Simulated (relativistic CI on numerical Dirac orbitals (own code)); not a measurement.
Radial Dirac CI calculation of F2+.

Command:

```sh
python run_levels.py task.json out
```

Input:

```
atom F  Z=9  charge=2  electrons=7
nucleus A=19  rms_radius_fm=2.8976
hamiltonian dirac-coulomb  breit=on  qed=on  c_scale=1
orbitals kli  potential=per-configuration
slater_scale 1
correlation none
mixing on
grid step=0.0125 r_max=24.9
scf mixing=0.4 start=green max_iterations=150 tolerance=2e-08 node_fill=0.05
configurations
  [He] 2s2 2p3
  [He] 2s 2p4
  [He] 2p5
end
```

Output:

```
SCF 1: [He] 2s2 2p3
 iter      energy (Ha)   residual   last orbital (Ha)
    1       -96.615689   7.84e-01     -3.28952
    2       -97.326150   3.77e-01     -2.66856
    3       -97.526899   1.30e-02     -2.20823
    4       -97.527616   8.63e-03     -2.23241
    5       -97.527689   4.13e-04     -2.23147
    6       -97.527689   1.52e-04     -2.23094
    7       -97.527688   4.27e-06     -2.23065
    8       -97.527688   1.03e-07     -2.23064
    9       -97.527688   3.27e-08     -2.23064
   10       -97.527688   2.57e-10     -2.23064
SCF 2: [He] 2s 2p4
 iter      energy (Ha)   residual   last orbital (Ha)
    1       -95.655838   8.36e-01     -3.28952
    2       -96.513129   3.92e-01     -2.60923
    3       -96.740253   1.75e-02     -2.12766
    4       -96.741287   8.26e-03     -2.15553
    5       -96.741335   9.31e-04     -2.15832
    6       -96.741336   2.18e-04     -2.15704
    7       -96.741336   1.24e-06     -2.15663
    8       -96.741336   3.39e-07     -2.15663
    9       -96.741336   3.30e-08     -2.15663
   10       -96.741336   9.52e-10     -2.15663
SCF 3: [He] 2p5
 iter      energy (Ha)   residual   last orbital (Ha)
    1       -94.480664   8.85e-01     -3.28952
    2       -95.528722   4.01e-01     -2.55192
    3       -95.780403   2.19e-02     -2.06184
    4       -95.782445   7.32e-03     -2.09129
    5       -95.782543   1.58e-03     -2.09676
    6       -95.782544   5.44e-04     -2.09504
    7       -95.782542   1.05e-04     -2.09394
    8       -95.782543   5.71e-06     -2.09408
    9       -95.782543   4.49e-07     -2.09409
   10       -95.782543   5.64e-08     -2.09409
   11       -95.782543   2.13e-09     -2.09409
orbital energies (Ha): 1s -26.6107  2s -2.9372  2p1/2 -2.2338  2p3/2 -2.2306
configuration averages (Ha): Dirac-Coulomb, Breit, QED
  2s2 2p3                        -97.527688    0.011084    0.007389
  2s 2p4                         -96.741336    0.011029    0.007146
  2p5                            -95.782543    0.011010    0.006906
levels: no., configuration, term, J, E (cm-1), weight
   1 2s2 2p3                4S*  3/2              0.0  1.00
   2 2s2 2p3                2D*  5/2          37341.2  1.00
   3 2s2 2p3                2D*  3/2          37373.2  1.00
   4 2s2 2p3                2P*  3/2          51655.5  0.97
   5 2s2 2p3                2P*  1/2          51658.8  0.97
   6 2s 2p4                 4P   5/2         152898.9  1.00
   7 2s 2p4                 4P   3/2         153233.3  1.00
   8 2s 2p4                 4P   1/2         153408.9  1.00
   9 2s 2p4                 2D   5/2         222233.8  1.00
  10 2s 2p4                 2D   3/2         222247.2  1.00
  11 2s 2p4                 2S   1/2         259374.7  1.00
  12 2s 2p4                 2P   3/2         286250.7  1.00
  13 2s 2p4                 2P   1/2         286633.0  1.00
  14 2p5                    2P*  3/2         430739.3  0.97
lowest total energy -97.679496 Ha
end: converged
```

With so few configurations and no correlation, terms lie too far apart (by 10 to 50 % or more near neutrality), their order can be wrong, and levels of other configurations are missing.
